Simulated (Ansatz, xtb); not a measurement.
The molecule BeF, multiplicity 2 (lowest of 2S+1 = 2, 4 at CCSD(T)/def2-TZVPP on PBE0 minima; our sources give no spin for the ground state, which may be another).

Constants: fifth-degree fit in 1/R to seven points, most abundant isotopes. Runs in def2 and cc sets follow the lowest solution found near the PBE0 minimum.

Correlated levels freeze the inner cores; with def2 sets outer-core shells near the valence are correlated too. CBS: X⁻³ extrapolation of the correlation energy, Hartree–Fock from the larger set.

The values were computed with Ansatz (Gaussian basis) for Hartree–Fock, density functionals and correlated methods; xtb for the GFN methods.  The GFN methods have no spin term and hold the electronic entropy of 300 K.

Q: What bond length and harmonic frequency does GFN1-xTB give?

A: r_e = 1.382 Å, ω_e = 1170 cm⁻¹.

Q: What bond length and harmonic frequency does CCSD/def2-TZVPP give, and what D_e (from each atom's lowest state at the same level)?

A: r_e = 1.372 Å, ω_e = 1239 cm⁻¹, D_e = 5.35 eV.

Q: What bond length and harmonic frequency does CCSD(T)/CBS(aug-cc-pVTZ, aug-cc-pVQZ) give?

A: r_e = 1.367 Å, ω_e = 1259 cm⁻¹.

Ansatz is a quantum-chemistry and plane-wave program.
